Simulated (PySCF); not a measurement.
CH4BrGaO.

```xyz
8

Ga     0.8409     0.4943     0.0000
H      2.3847     0.5505     0.0000
Br    -0.3671    -1.4536     0.0000
O     -0.1103     1.9843     0.0000
C     -1.5042     2.1085     0.0000
H     -1.8336     2.6710     0.8911
H     -1.8336     2.6710    -0.8911
H     -2.0283     1.1353     0.0000
```
Charge 0, spin multiplicity 1.

The structure is a stationary point at PBE0-D3(BJ)/def2-SVP. The values are those of a single conformer.

Method: PBE0/pcSseg-1 run with PySCF. Non-relativistic, no solvent.

### Question
Give the absolute GIAO shielding of each atom: isotropic value and principal components (ppm). (The exact figures need the calculation; the answer reports its results.)

### Answer

```tsv
atom	σ(iso)	σ11	σ22	σ33	span
Ga1	1383.5	1212.0	1414.0	1524.6	312.6
H2	25.7	18.8	19.8	38.5	19.7
Br3	2610.6	2110.8	2846.2	2874.7	763.9
O4	224.1	40.0	292.6	339.5	299.5
C5	128.1	96.3	107.5	180.6	84.3
H6	27.4	23.2	24.6	34.4	11.2
H7	27.4	23.2	24.6	34.4	11.2
H8	26.8	21.1	27.2	32.2	11.1
```
